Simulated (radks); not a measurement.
The mean radii <r> (bohr) of the occupied orbitals of an atom or ion are listed with their occupations. All-electron calculation, Dirac Kohn-Sham, PBEsol, spin-unpolarised, spherical densities, finite nucleus; Fermi nuclear charge, rms radius of each element as measured or else 0.836 A^(1/3) + 0.57 fm. Program: a radial shooting solver on a logarithmic mesh with Libxc functionals.

orbital  occ.      <r>
1s1/2       2  0.05217
2s1/2       2   0.2352
2p1/2       2   0.2043
2p3/2       4   0.2076
3s1/2       2   0.7006
3p1/2       2   0.7223
3p3/2       4   0.7319
3d3/2       4   0.8253
3d5/2       3   0.8295
4s1/2       1    2.177
4p1/2       2    2.635

Name the element and its charge. Open shells, if any, fill j = l - 1/2 first.

Answer. Z = 29, copper, charge +1: Cu+ in [Ar] 3d7 4s1 4p2. The 1s radius gives Z: for a bare nucleus <r> = (2 gamma + 1)/(2Z) with gamma = sqrt(1 - (Z/c)^2), 0.05094 bohr for Z = 29, and screening makes it slightly larger (0.05217 here). The occupations add up to 28, and the charge is Z minus that.
